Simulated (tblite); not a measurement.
Species: C7H7ClOS.
Structure used (GFN2-xTB), in Å, numbered top down from 1:
```
atom  x, y, z in Å
C1    -2.4480   -0.1192    0.5663
C2    -1.6296    0.5361   -0.5480
C3    -0.2304    0.0058   -0.5544
C4     0.1804   -1.0853   -1.2746
S5     1.8234   -1.4821   -1.0339
C6     1.9986   -0.1539    0.0762
C7     3.2803    0.0594    0.6810
O8     4.2856   -0.5602    0.5295
Cl9    3.2741    1.4549    1.7929
C10    0.8160    0.5349    0.2201
H11   -1.9930    0.0719    1.5353
H12   -3.4599    0.2776    0.5727
H13   -2.4977   -1.1953    0.4168
H14   -1.6054    1.6160   -0.3933
H15   -2.1029    0.3354   -1.5104
H16   -0.4126   -1.6766   -1.9456
H17    0.7143    1.3928    0.8595
```

Calculated harmonic vibrations of the isolated species, GFN2-xTB (tblite), most abundant isotopes, no scaling. Errors from tens to a few hundred cm⁻¹ against measured bands are possible. One conformer, not necessarily the lowest.

Harmonic wavenumbers (cm⁻¹): 28.9, 50.4, 105.7, 120.9, 169.0, 204.0, 273.1, 313.0, 333.1, 409.1, 425.7, 489.0, 540.9, 622.8, 632.1, 707.9, 756.0, 765.1, 819.9, 837.9, 882.7, 941.6, 1041.5, 1060.5, 1081.0, 1119.1, 1145.7, 1163.9, 1235.6, 1312.8, 1406.1, 1410.0, 1438.4, 1477.3, 1495.7, 1502.0, 1545.7, 1790.4, 2987.2, 2994.3, 3039.8, 3042.5, 3044.8, 3143.0, 3154.0.

A = 1613, B = 625.6, C = 469.8 MHz; mass 173.991 u (most abundant isotopes); point group C1, symmetry number 1.

Question: Zero-point energy?

Answer: Half the sum of the wavenumbers: 26530 cm⁻¹ = 317.37 kJ/mol.

Question: Give the ideal-gas entropy at 273.15 K and 1 bar in the rigid-rotor, harmonic-oscillator model (classical rotation).

Answer: Translation 171.38, rotation 128.17, vibration 121.64: S = 421.2 J/(mol K).

Question: And Cp and H(273.15 K) − H(0)?

Answer: Cp = 152.23 J/(mol K), of which vibrations give 118.97 (their classical limit is 45 R = 374.2); H(273.15 K) − H(0) = 25.93 kJ/mol without the zero-point energy, 16.84 from vibrations.

Question: Blend soft modes into free rotors: weight 1/[1 + (100 cm⁻¹/ν̃)⁴] for the oscillator and the rest for a rotor with moment μB/(μ + B), μ = h/(8π²ν), B = 10⁻⁴⁴ kg m². What vibrational entropy results?

Answer: 108.61 J/(mol K) in place of 121.64, which changes −T·S at 273.15 K by +3.56 kJ/mol.

Question: What must be added to the electronic energy to get the Gibbs energy at 273.15 K and 1 bar?

Answer: ZPE + [H(273.15 K) − H(0)] − T·S = 317.37 + 25.93 − 115.05 = 228.25 kJ/mol.

Hindered rotation and anharmonicity are outside this model. Other conformers, if any are populated, would add a mixing term that is left out. The structure is chiral; the term R ln 2 for an equal mix with its mirror image is left out.
